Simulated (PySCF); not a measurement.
Gas-phase reaction: GaOH + 3 H2O → GaH3 + 4 OH

Computed with PySCF (xtb for GFN2) and rigid-rotor harmonic-oscillator thermochemistry at 1 bar. † marks an energy on the PBE0/def2-TZVP geometry and frequencies; other levels use their own. CCSD(T) freezes the core. 6-31G* has spherical d functions here. Open shells (unrestricted): OH (multiplicity 2, electronic degeneracy 4); the rest are closed-shell singlets. GFN2 has no spin-polarisation term. Spin-orbit splitting is ignored; it lowers the true energy and changes the entropy of OH. Ga: all electrons, no relativistic terms. GaOH, GaH3: computed as isolated molecules; such fragments, hydroxides, amides, oligomers or adducts are transient or little studied in the gas. CCSD(T) isn't extrapolated to the basis-set limit; its ΔH°(298 K) is 1047.7 kJ in def2-SVP and 1115.8 kJ in def2-TZVPP. The harmonic model lacks anharmonicity and excited electronic states, which grow with temperature; levels with a mode under 35 cm⁻¹ are left out. Warning, point group unlike the PBE0 one: GaOH (GFN2-xTB).

ΔH° and ΔS° at 298 K: CCSD(T)/def2-SVP† 1048 kJ, 141 J/K; GFN2-xTB 1689 kJ, 158 J/K; HF/6-31G* 628 kJ, 142 J/K.

Question: With the heat capacities included, give log10 K (1 bar) at 600, 800, 1400, 1600, 1800 K from CCSD(T)/def2-SVP†, GFN2-xTB, HF/6-31G*.

Answer: 
```csv
T (K),CCSD(T)/def2-SVP†,GFN2-xTB,HF/6-31G*
600,-83.7,-138.6,-47.1
800,-60.7,-101.7,-33.2
1400,-31.0,-54.0,-15.3
1600,-26.0,-46.1,-12.2
1800,-22.2,-39.8,-9.9
```
